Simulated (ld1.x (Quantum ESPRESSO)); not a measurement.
**Before and after: PAW potential for B**

* Element: boron (B)
* Generator: ld1.x (Quantum ESPRESSO) 7.5
* Type: PAW
* Functional: PBEsol
* Relativity: scalar-relativistic
* Frozen core: [He]
* Valence charge: 3
* Reference configuration: 2s2 2p1
* Partial waves: 2s (bound): rcut 1.05, rcutus 1.35 bohr; 2s channel at 1.95 Ry: rcut 1.05, rcutus 1.35 bohr; 2p (bound): rcut 2.55, rcutus 2.80 bohr; 2p channel at 1.35 Ry: rcut 2.55, rcutus 2.80 bohr
* Local potential: all-electron potential smoothed inside 2.45 bohr (lloc = -1)
* Core correction: Bessel-smoothed model core inside 1.30 bohr
* Augmentation charge: PSQ, inside the norm-conserving radii

Change: waves 2s (bound): rcut 1.05, rcutus 1.12 bohr; 2s channel at 1.95 Ry: rcut 1.05, rcutus 1.12 bohr.

Cutoffs: the cutoffs (Ry, on a coarse ladder) from which the occupation-weighted sum of valence levels, in a spherical-Bessel basis at the reference potential, stays within 10 and 1 mRy of its value at 400 Ry; they do not see the model core or the augmentation charge, which bear on the density cutoff. Errors are all-electron minus pseudo energies relative to the spin-unpolarised reference configuration.

Problem. What does the change do?

Solution. The potential gets harder (12 Ry and 21 Ry → 25 Ry and 35 Ry); the errors of the 7 common tests hardly move; neither file shows a bound ghost. A smaller radius makes the pseudo-wave follow the all-electron one further in, where it bends more sharply, so more plane waves are needed.

```tsv
quantity	base	changed
cutoff, loose	12 Ry	25 Ry
cutoff, tight	21 Ry	35 Ry
loose cutoff by channel (10 mRy a level)	s 10 Ry, p 6 Ry	s 18 Ry, p 6 Ry
bound ghosts	none	none
error for 2s2 2p0, meV [ΔE 8.14 eV]	-0.3	-0.2
error for 2s1 2p0, meV [ΔE 33.40 eV]	-6.3	-5.8
error for 2s2 2p0.5, meV [ΔE 2.86 eV]	+0.1	+0.1
error for 2s1 2p1, meV [ΔE 14.26 eV]	-0.7	-0.8
error for 2s1 2p2, meV [ΔE 5.82 eV]	-0.6	-0.6
error for 2s0 2p3, meV [ΔE 11.66 eV]	-2.6	-2.6
error for 2s2 2p1.3, meV [ΔE -0.72 eV]	+0.1	+0.1
s: phases at 3.03 bohr within 0.05 rad from the reference energy up to (Ry; the scan ends near 5)	to the end of the scan	to the end of the scan
p: phases at 3.03 bohr within 0.05 rad from the reference energy up to (Ry; the scan ends near 5)	4.9	4.9
lowest overlap eigenvalue by channel	s 0.63, p 0.31	s 0.63, p 0.31
```
